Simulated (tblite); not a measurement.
Compound: C8H14P (charge +1).
Atom-mapped SMILES: `[CH3:1][CH2:2][P@@H+:3]1[CH:4]=[CH:5][C:6]([CH3:7])=[C:8]1[CH3:9]` (hydrogens: H10, H11, H12 on C1; H13, H14 on C2; H15 on P3; H16 on C4; H17 on C5; H18, H19, H20 on C7; H21, H22, H23 on C9)

Cartesian coordinates in Å at the GFN2-xTB level; atoms count from 1:
```
atom  x, y, z in Å
C1     2.359    0.776    0.930
C2     2.343    0.432   -0.556
P3     0.635    0.349   -1.184
C4    -0.354    1.810   -0.897
C5    -1.433    1.436   -0.189
C6    -1.532    0.011    0.144
C7    -2.692   -0.481    0.923
C8    -0.502   -0.743   -0.315
C9    -0.288   -2.212   -0.181
H10    1.873    1.731    1.119
H11    1.854    0.010    1.516
H12    3.386    0.844    1.278
H13    2.819   -0.536   -0.745
H14    2.866    1.192   -1.145
H15    0.687    0.045   -2.530
H16   -0.114    2.801   -1.238
H17   -2.204    2.118    0.132
H18   -2.697   -0.019    1.911
H19   -2.672   -1.560    1.040
H20   -3.620   -0.194    0.430
H21    0.631   -2.520   -0.675
H22   -1.117   -2.763   -0.626
H23   -0.231   -2.501    0.868
```

The geometry is computed with GFN2-xTB (gas phase).

Take the most abundant isotopes and a rigid rotor. The values belong to one conformer with, in the numbering `[CH3:1][CH2:2][P@@H+:3]1[CH:4]=[CH:5][C:6]([CH3:7])=[C:8]1[CH3:9]`, C1–C2–P3–C4 55°.

Question: What are A, B and C (GHz)?

Answer: Ia = 254.68, Ib = 461.61, Ic = 552.56 u·Å²; 505379 MHz·u·Å²/I gives 1984, 1095 and 914.6 MHz, that is A = 1.9843, B = 1.0948, C = 0.9146 GHz.

Question: What kind of rotor is it?

Answer: An asymmetric top: κ = (2 × 1095 − 1984 − 914.6)/(1984 − 914.6) = -0.66.

Question: What does the inertial defect say?

Answer: Not planar: Δ = Ic − Ia − Ib = -163.73 u·Å². For a rigid frame Δ = −2 Σ m c², so Σ m c² = 81.86 u·Å² lies off the ab plane: 22.36 from hydrogen and 59.50 from heavier atoms. The atom farthest from that plane is 2.14 Å away.

Question: Give the other two planar moments, Paa and Pbb, and the rms extents of the mass along the axes.

Answer: Paa = Σ m a² = (Ib + Ic − Ia)/2 = 379.74 and Pbb = Σ m b² = (Ia + Ic − Ib)/2 = 172.82 u·Å². With the mass M = 141.08 u, the rms extents √(P/M) along a, b and c are 1.64, 1.11, 0.76 Å.

Question: Where do the levels up to J = 4 lie, in MHz?

Answer: Above 0(0,0):
J = 1: 1(0,1) 2009, 1(1,1) 2899, 1(1,0) 3079
J = 2: 2(0,2) 6004, 2(1,2) 6738, 2(1,1) 7278, 2(2,1) 9947, 2(2,0) 9972
J = 3: 3(0,3) 11936, 3(1,3) 12481, 3(1,2) 13560, 3(2,2) 15975, 3(2,1) 16096, 3(3,1) 20888, 3(3,0) 20890
J = 4: 4(0,4) 19750, 4(1,4) 20115, 4(1,3) 21902, 4(2,3) 23994, 4(2,2) 24337, 4(3,2) 28969, 4(3,1) 28984, 4(4,1) 35788, 4(4,0) 35788
Those of J = 1 are B + C, A + C and A + B.

Its GFN2-xTB frequencies are all real (lowest 64 cm⁻¹). Zero-point vibration and centrifugal distortion are left out.
